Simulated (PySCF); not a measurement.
A species of formula C8H13N has this rotational fingerprint, computed with PBE0/pcSseg-1 in PySCF (dipole) on a GFN2-xTB geometry, gas phase:

```
Rotational constants : A = 2438, B = 1181, C = 1059 MHz
Dipole components    : |μa| = 3.21 D, |μb| = 1.16 D, |μc| = 1.98 D
Inertial defect      : -157.78 u·Å²
κ                    : -0.82
```

Problem. Which candidate fits, each taken in the one conformer that was computed?
A. `[H]/[N:9]=[C:8]1\[C@@H:4]([CH2:3][CH2:2][CH3:1])[CH2:5][CH:6]=[CH:7]1` with C1–C2–C3–C4 179°, C2–C3–C4–C5 72°
B. `[H]/[N:2]=[CH:3]\[C@@H:4]1[CH2:5][CH2:6][C@@H:7]2[CH2:8][C@@H:9]2[CH2:10]1` with N2–C3–C4–C5 -121°, C3–C4–C5–C6 171°, C4–C5–C6–C7 50°, C5–C6–C7–C8 54°, C6–C7–C8–C9 -110°
C. `[CH2:1]=[C:2]([CH2:3][C:4]#[N:5])[C:6]([CH3:7])([CH3:8])[CH3:9]` with C1–C2–C3–C4 -90°
D. `[CH3:1][C@@H:2]1[CH2:3][CH2:4][CH2:5][C@@H:6]1[CH2:7][C:8]#[N:9]` with C5–C6–C7–C8 67°, C1–C2–C3–C4 -83°, C2–C3–C4–C5 -22°, C3–C4–C5–C6 -4°, C4–C5–C6–C7 154°
E. `[CH2:1]=[CH:2]/[CH:3]=[CH:4]/[N:5]=[CH:6]\[CH2:7][CH2:8][CH3:9]` with C1–C2–C3–C4 176°, C3–C4–N5–C6 130°, N5–C6–C7–C8 -106°, C6–C7–C8–C9 65°
F. `[CH2:1]=[N:2][C:3]1=[CH:4][CH2:5][CH2:6][CH2:7][CH2:8][CH2:9]1` with C1–N2–C3–C4 47°, C3–C4–C5–C6 63°, C4–C5–C6–C7 -79°, C5–C6–C7–C8 66°, C6–C7–C8–C9 -66°

Solution. C. It is C=C(CC#N)C(C)(C)C, an asymmetric top, point group C1. The candidates at the same level (rigid rotor, commonest isotopes):

```csv
SMILES,A (MHz),B (MHz),C (MHz),μa (D),μb (D),μc (D),Δ (u·Å²),point group,rotor
C[C@@H]1CCC[C@@H]1CC#N,3060,1052,882.8,3.92,1.71,0.06,-73.24,C1,asymmetric top
[H]/N=C1/C=CC[C@@H]1CCC,3003,983.8,795.8,1.81,2.21,0.56,-46.92,C1,asymmetric top
[H]/N=C\[C@@H]1CC[C@@H]2C[C@@H]2C1,3548,1091,935.3,2.56,0.32,0.73,-65.51,C1,asymmetric top
C=NC1=CCCCCC1,2885,1214,975.8,0.57,0.58,1.07,-73.60,C1,asymmetric top
C=C(CC#N)C(C)(C)C,2438,1181,1059,3.21,1.16,1.98,-157.78,C1,asymmetric top
C=C/C=C/N=C\CCC,2872,753.3,649.7,2.10,0.80,1.26,-68.93,C1,near-prolate asymmetric top
```

`C[C@@H]1CCC[C@@H]1CC#N` has A 25 % too high; `C=NC1=CCCCCC1` has A 18 % too high; `[H]/N=C1/C=CC[C@@H]1CCC` has C 25 % too low; `C=C/C=C/N=C\CCC` has C 39 % too low; `[H]/N=C\[C@@H]1CC[C@@H]2C[C@@H]2C1` has A 46 % too high. No structure here is proved a minimum.
